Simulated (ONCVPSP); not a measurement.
germanium: one change to an ONCV potential, before and after

* Element: germanium
* Generator: ONCVPSP 4.0.1
* Type: optimised norm-conserving Vanderbilt (ONCV)
* Functional: PBE
* Relativity: scalar-relativistic
* Frozen core: [Ar]
* Valence charge: 14
* Reference configuration: 3d10 4s2 4p2
* Partial waves: 4s: rc 1.45 bohr, ncon 4, nbas 8, qcut 4.1 1/bohr, 2 projectors, debl 0.7 Ha; 4p: rc 2.10 bohr, ncon 3, nbas 7, qcut 4.7 1/bohr, 2 projectors, debl 1.7 Ha; 3d: rc 1.20 bohr, ncon 3, nbas 8, qcut 15 1/bohr, 3 projectors, debl 3 Ha; f scattering state at 0.14 Ha: rc 1.65 bohr, ncon 3, nbas 6, qcut 7.3 1/bohr, 2 projectors, debl 1.1 Ha
* Local potential: polynomial inside 1.10 bohr (lpopt 4, dvloc0 4 Ha)
* Core correction: polynomial model core, fcfact 0.6

Change: s: nproj 3.

Cutoffs: the cutoffs (Ha) at which the residual kinetic energy of the hardest occupied pseudo-wave falls to 1 and 0.1 mHa per electron; they do not see the model core or the augmentation charge, which bear on the density cutoff. Errors are all-electron minus pseudo energies relative to the spin-unpolarised reference configuration.

Task: How do hardness, ghosts and transferability respond?

Result: The potential gets neither clearly harder nor softer (82 Ha and 91 Ha → 82 Ha and 91 Ha); a bound ghost appears in s, which as a rule spoils a file; the errors of the 4 common tests hardly move; the range in which the s phases agree widens (upper end 2.8 → at the end of the scan).

| quantity | base | changed |
| --- | --- | --- |
| cutoff, loose | 82 Ha | 82 Ha |
| cutoff, tight | 91 Ha | 91 Ha |
| bound ghosts | none | s |
| GHOST(+) flags under 300 eV | s at 91.8 eV | none |
| error for 3d10 4s2 4p1, meV [ΔE 7.44 eV] | -1.4 | -1.4 |
| error for 3d10 4s2 4p0, meV [ΔE 22.88 eV] | -8.9 | -9.0 |
| error for 3d10 4s1 4p0, meV [ΔE 57.68 eV] | -36 | -36 |
| error for 3d10 4s1 4p2, meV [ΔE 16.16 eV] | -2.9 | -2.9 |
| s: phases at 1.48 bohr within 0.05 rad from the reference energy up to (Ha; the scan ends near 5) | 2.8 | to the end of the scan |
| p: phases at 2.13 bohr within 0.05 rad from the reference energy up to (Ha; the scan ends near 5) | 3.2 | 3.2 |
| d: phases at 1.22 bohr within 0.05 rad from the reference energy up to (Ha; the scan ends near 5) | to the end of the scan | to the end of the scan |
| f: phases at 1.67 bohr within 0.05 rad from the reference energy up to (Ha; the scan ends near 5) | to the end of the scan | to the end of the scan |
| rms error of d²Exc/dni dnj with the model core, mHa | 0.85 | 0.85 |

 A true bound ghost makes a file unfit for plane-wave use even where its test errors are small: the radial tests pick states by their node count and pass the ghost by.
